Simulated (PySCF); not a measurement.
Isomers of C4H4ClFO, one GFN2-xTB conformer each. Single-point energies are computed at PBE0/pcSseg-1 (PySCF, gas phase, no added dispersion term), electronic only.

```json
{"SMILES": "C/C=C(\\Cl)C(=O)F", "GFN2-xTB relative energy (kcal/mol)": "2.2"}
{"SMILES": "F[C@H]1OCC=C1Cl", "GFN2-xTB relative energy (kcal/mol)": "0.0"}
```

Conformers: `[CH3:1]/[CH:2]=[C:3](\[Cl:4])[C:5](=[O:6])[F:7]` with C2–C3–C5–O6 -177°; `[F:1][C@H:2]1[O:3][CH2:4][CH:5]=[C:6]1[Cl:7]` with F1–C2–O3–C4 99°, C2–O3–C4–C5 16°, O3–C4–C5–C6 -8°, F1–C2–C6–C5 -105°.

What does PBE0/pcSseg-1 give for the same structures?

| SMILES | PBE0/pcSseg-1 E (Eh) | PBE0/pcSseg-1 (kcal/mol) | GFN2-xTB (kcal/mol) | point group |
| --- | --- | --- | --- | --- |
| C/C=C(\Cl)C(=O)F | -789.53196 | 0.0 | 2.2 | near Cs |
| F[C@H]1OCC=C1Cl | -789.50676 | 15.8 | 0.0 | C1 |

GFN2-xTB puts F[C@H]1OCC=C1Cl lowest instead. As drawn, the lower has a C=O bond, which the higher lacks.

Which frontier levels, dipoles and rotational constants go with these structures?

| SMILES | HOMO (eV, PBE0/pcSseg-1) | LUMO (eV) | dipole (D) | A, B, C (MHz) |
| --- | --- | --- | --- | --- |
| C/C=C(\Cl)C(=O)F | -8.07 | -2.10 | 4.31 | 2907, 1824, 1129 |
| F[C@H]1OCC=C1Cl | -7.75 | -0.63 | 2.76 | 3781, 1792, 1336 |
